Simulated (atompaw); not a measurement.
**Reading a pseudo-wave (Ar)**

Columns: radius, all-electron u(r) and pseudo u(r) of the 3s shell (level -50.55 eV) of argon in the configuration [Ne] 3s2 3p4; PBE, scalar-relativistic, PAW (atompaw) scheme, atompaw 4.2.0.5.

| r (bohr) | all-electron | pseudo |
| --- | --- | --- |
| 0.037 | 0.2639 | 0.0267 |
| 0.073 | 0.1982 | 0.0538 |
| 0.110 | 0.0180 | 0.0836 |
| 0.146 | -0.1676 | 0.1150 |
| 0.183 | -0.3237 | 0.1495 |
| 0.219 | -0.4265 | 0.1846 |
| 0.256 | -0.4804 | 0.2214 |
| 0.292 | -0.4876 | 0.2569 |
| 0.329 | -0.4567 | 0.2923 |
| 0.365 | -0.3977 | 0.3257 |
| 0.402 | -0.3153 | 0.3593 |
| 0.438 | -0.2208 | 0.3924 |
| 0.475 | -0.1149 | 0.4279 |
| 0.512 | -0.0049 | 0.4662 |
| 0.548 | 0.1023 | 0.5067 |
| 0.585 | 0.2099 | 0.5510 |
| 0.621 | 0.3100 | 0.5952 |
| 0.658 | 0.4065 | 0.6393 |
| 0.694 | 0.4933 | 0.6785 |
| 0.731 | 0.5747 | 0.7132 |
| 0.767 | 0.6460 | 0.7417 |
| 0.804 | 0.7110 | 0.7676 |
| 0.840 | 0.7665 | 0.7933 |
| 0.877 | 0.8155 | 0.8236 |
| 0.913 | 0.8558 | 0.8567 |
| 0.950 | 0.8899 | 0.8899 |

Task: How many radial nodes do the two functions have?

Result: The all-electron 3s function has n − l − 1 = 2; the pseudo-wave has 0, since the states of the same l below it are removed with the core.

Task: Is the pseudo-wave norm-conserving?

Result: No, it belongs to a PAW set: the norm inside the radius is not constrained, and the difference is carried by the augmentation charge.
